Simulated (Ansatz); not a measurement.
## Reading a saddle point

A first-order saddle point of SnH5Cl, closed shell, PBE0-D4/def2-TZVP, with one imaginary mode of 945i cm⁻¹:

| atom | x (Å) | y (Å) | z (Å) |
| --- | --- | --- | --- |
| Sn1 | -0.3773 | 0.5775 | -0.0172 |
| H2 | 0.4348 | -0.8925 | -1.0538 |
| H3 | -0.9259 | 1.0830 | -1.5702 |
| H4 | -1.7031 | 0.0925 | 0.9117 |
| H5 | 0.7587 | 1.6860 | 0.5624 |
| H6 | 0.7498 | -1.2070 | -0.2474 |
| Cl7 | 1.0630 | -1.3397 | 1.4144 |

Program: Ansatz 0.2.0. Basis: def2-TZVPP and def2-QZVPP. Cores are frozen in the correlated methods. Filled d shells of the heavier atoms are correlated. Core potentials replace the inner electrons of the atoms past krypton. The def2 sets are not built for correlating such inner shells, so the correlated values are less sure here. Extrapolation: Hartree–Fock as exp(−7.88 √X), correlation as X^−2.97.

Problem. Which contacts change along the imaginary mode, and what lies on either side? (Judge from chemistry; the calculation decides.)

Solution. Computed: The step is SnH₄ + HCl → SnH₃Cl ([Cl][SnH3]) + H₂, with the molecules in contact on both sides. Shortening one way: Sn1–Cl7, H2–H6; lengthening the same way: Sn1–H2, H6–Cl7.
```json
{"pair": "Sn1–Cl7", "one side (Å)": "4.36", "saddle (Å)": "2.79", "other side (Å)": "2.34"}
{"pair": "H2–H6", "one side (Å)": "1.91", "saddle (Å)": "0.92", "other side (Å)": "0.75"}
{"pair": "Sn1–H2", "one side (Å)": "1.71", "saddle (Å)": "1.97", "other side (Å)": "4.30"}
{"pair": "H6–Cl7", "one side (Å)": "1.29", "saddle (Å)": "1.70", "other side (Å)": "3.08"}
```

Problem. Which side is lower, and how far does the saddle lie above each? (Judge from chemistry; the value comes from the calculation.)

Solution. Computed: The side with Sn1–Cl7, H2–H6 short is lower by 17.16 kcal/mol; the saddle lies 46.78 kcal/mol above it and 29.62 kcal/mol above the other (CCSD(T) at an estimated basis limit (MP2 extrapolated from triple and quadruple zeta, plus CCSD(T) − MP2 in triple zeta); electronic energies).

T1 diagnostic: at most 0.014.

Labels in which every atom is bracketed show which atoms are joined, not bond orders.

For scale, one of the runs: CCSD(T)/def2-TZVPP, 162 basis functions (an equivalent command: `ansatz run in.yaml --threads 2`). The run took 35 s on 2 CPU threads (shared host), with 1.3 GiB of host memory at its peak.
